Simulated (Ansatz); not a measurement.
Two isomers of CH8BNSi: A = `CBN[SiH3]`, B = `C[SiH2]BN`.

Gas-phase electronic energies from Ansatz, PBE0-D4/def2-TZVP geometries. CCSD(T)/CBS adds triple-zeta CCSD(T) − MP2 to the extrapolated MP2 energy (def2 sets, frozen cores). Functionals use def2-TZVPP. B3LYP here is the variant with VWN-RPA as its local correlation; programs differ in this. One conformer a species, not always the lowest.

(1) Which is lower in electronic energy at CCSD(T)/CBS, and by how much? (An estimate is asked.)

(2) Give E(B) − E(A) in kcal/mol with CCSD/def2-TZVPP, HF/def2-TZVPP, BLYP-D4, PBE0-D4, CCSD(T)/def2-TZVPP, CCSD(T)/def2-SVP, B3LYP-D4. (Estimate.)

(3) Does the order hold for the free energy at 298.15 K (harmonic terms from PBE0-D4)? (Estimate.)

Largest T1 diagnostic: 0.012.

Results:

(1) The calculation gave: A, by 14.8 kcal/mol.

(2) Computed: CCSD/def2-TZVPP 15.2, HF/def2-TZVPP 18.5, BLYP-D4 13.7, PBE0-D4 12.3, CCSD(T)/def2-TZVPP 14.7, CCSD(T)/def2-SVP 14.3, B3LYP-D4 14.6. None reverses the order clearly.

(3) Computed: Yes: G(B) − G(A) = +16.1 kcal/mol, for one conformer each.

From PBE to PBE0 (25 % exact exchange), in def2-TZVPP and without D4, E(B) − E(A) moves by +1.6 kcal/mol. In def2-TZVPP, CCSD(T) changes the Hartree–Fock value by −3.8 kcal/mol (the triples alone add −0.5 kcal/mol) and MP2 by −2.4 kcal/mol.
